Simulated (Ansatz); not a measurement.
Frontier orbitals of C$_{11}$H$_{10}$ (`Cc1cccc2ccccc12`).

Z-matrix (Å, degrees):
```
C
C 1 1.496
H 1 1.094 2 111.6
H 1 1.094 2 111.6 3 119.7
H 1 1.090 2 110.6 3 -120.1
C 2 1.371 1 120.5 3 120.5
C 2 1.424 1 120.6 3 -59.5
C 6 1.407 2 121.8 1 180.0
H 6 1.085 2 119.1 1 -0.0
C 7 1.413 2 122.3 1 -0.0
C 7 1.423 2 119.4 1 -180.0
C 8 1.365 6 120.2 2 0.0
H 8 1.084 6 119.5 2 180.0
C 10 1.369 7 121.2 2 180.0
H 10 1.083 7 119.3 2 -0.0
C 11 1.411 7 119.2 2 -180.0
H 12 1.085 8 120.8 6 180.0
C 14 1.406 10 120.4 7 0.0
H 14 1.084 10 119.9 7 180.0
H 16 1.085 11 118.5 7 180.0
H 18 1.084 14 119.8 10 -180.0
```

Total charge 0; spin multiplicity 1. The structure was optimised at the PBE0-D4/def2-TZVP level. Basis def2-TZVPP, Ansatz 0.2.0.

Orbital energies of one run (eV). Highest occupied ones, from the top: -6.00, -6.83, -7.74, -9.01, -9.05, -9.22, -10.12, -10.50, -10.53, -10.96, -11.31, -11.53, -11.69, -11.96. Empty: -1.29, -0.52, 0.54, 1.11, 1.47, 1.66.

Q: Which functional gave them?
A. LDA (SPW92)
B. ωB97X-V
C. B3LYP
D. LC-ωPBE

A: C. HOMO energies: B3LYP -6.00, ωB97X-V -8.17, LC-ωPBE -8.49, LDA (SPW92) -5.55 eV.

B3LYP here is the variant with VWN-RPA as its local correlation; programs differ in this. LC-ωPBE has ω = 0.4 bohr⁻¹.
